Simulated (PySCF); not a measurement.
HgC at ROHF-SCS-MP2

Level: ROHF-SCS-MP2. Hg def2-SVP with ECP60, C def2-SVP; scalar-relativistic core potentials (PySCF 2.14).

For HgC, the state is ³Σ⁻ (triplet), unpaired electrons π ↑↑, the bond length is 2.299 Å and the harmonic wavenumber is 205 cm⁻¹. The force constant is 0.280 mdyn/Å and the rotational constant Be is 0.2815 cm⁻¹. The anharmonicity ωexe is 11.8 cm⁻¹. The vibration–rotation constant αe is 0.0124 cm⁻¹ and the well depth De to Hg + C is 17 kJ/mol. The dissociation energy D0 is 16 kJ/mol.

Correlated steps freeze 1 core orbital. The bond is weak. Basis-set superposition, not corrected here, can be much of De in a small basis, most of all at correlated wavefunction levels. Spin–orbit coupling is left out, which matters for elements this heavy, above all for dissociation energies. The state was picked by a PBE0 search and need not be the measured ground state.
